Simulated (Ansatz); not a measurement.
Reaction (formal exchange of groups at a B–O bond): `CCBO` + `FC(F)N[SiH3]` → `CCBN[SiH3]` + `OC(F)F`

Calculated with Ansatz (gas phase, PBE0-D4/def2-TZVP geometries, no zero-point term in ΔE). CCSD(T)/CBS adds triple-zeta CCSD(T) − MP2 to the extrapolated MP2 energy (def2 sets, frozen cores). DFT in def2-TZVPP. B3LYP here is the variant with VWN-RPA as its local correlation; programs differ in this. One conformer a species, not always the lowest.

| level | ΔE (kJ/mol) |
| --- | --- |
| B3LYP-D4 | 1.0 |
| PBE | -0.7 |
| HF/def2-TZVPP | -1.3 |
| HF/def2-QZVPP | -0.7 |

What does CCSD(T)/CBS give? (An estimate is asked.)

Ansatz gave: +0.4 kJ/mol. The listed levels differ from it by 0.6, -1.1, -1.7, -1.1 kJ/mol.

Largest T1 diagnostic among the species: 0.012.
